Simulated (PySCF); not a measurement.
Vertical excitations of a molecule C₂H₈InN from PySCF with TDDFT-M06-2X/def2-SVPD, as energy in eV (oscillator strength): 4.21 (0.123), 5.02 (0.019), 5.59 (0.003), 5.72 (0.000), 5.85 (0.007), 6.04 (0.010), 6.64 (0.000), 6.77 (0.062), 6.96 (0.010), 7.22 (0.006). Lowest triplet (TDA): 3.30 eV. Geometry optimised at B3LYP-D3(BJ)/def2-SVP. The def2 effective core potentials stand for the cores of In; spin–orbit coupling is left out. The values are those of a single conformer.

Q: Identify the compound among the candidates.
A) [CH3][In]([CH3])[NH2]
B) C[N](C)[InH2]
C) C[CH2][InH][NH2]

A: B, C[N](C)[InH2]
